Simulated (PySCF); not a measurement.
**Dipole response of Co²⁺ (cobalt, charge +2)**

[Ar] 3d7, high-spin 4F determinant. Computed with PySCF 2.14 in aug-cc-pwCVTZ-DK with one added diffuse shell each of s, p, d, f, g type (11s10p8d5f4g, 152 functions), with the spin-free X2C one-electron Hamiltonian (Gaussian nucleus). Coupled (time-dependent) response in atomic units; α is the mean over directions.

```csv
method,mean α (bohr³),C₆ (like pair),S(−4)
PBE0,3.494,9.976,6.536
```

S(−4) is the Cauchy moment in α(ω) = α(0) + S(−4) ω² + …

α(iu) at PBE0:

| u (hartree) | α(iu) (bohr³) |
| --- | --- |
| 0 | 3.494 |
| 0.0500 | 3.477 |
| 0.100 | 3.430 |
| 0.200 | 3.263 |
| 0.300 | 3.041 |
| 0.500 | 2.581 |
| 0.750 | 2.116 |
| 1.00 | 1.772 |
| 1.50 | 1.306 |
| 2.00 | 1.007 |
| 3.00 | 0.6529 |
| 5.00 | 0.3391 |

For an ion, C₆ is the dispersion term alone; charge-induced terms of lower order in 1/R come first.
